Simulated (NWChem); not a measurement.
System: BaO; SMILES [O]=[Ba]

Computed with NWChem. Structure relaxed at the PBE0-D3(BJ)/def2-TZVP level. def2 effective core potentials on Ba; no spin-orbit coupling. Ions are spin-unrestricted doublets at the neutral geometry; other ion states weren't tried.

| level | −ε(HOMO) (eV) |
|---|---|
| B3LYP/def2-SVPD | … |
| PBE/def2-SVPD | 3.71 |
| BHandHLYP/def2-SVPD | 5.79 |
| Hartree-Fock/def2-SVPD | 7.39 |
| CAM-B3LYP/def2-SVPD | 5.97 |

Problem. Complete the blanks.

Solution. 
- B3LYP/def2-SVPD, −ε(HOMO) (eV): 4.60
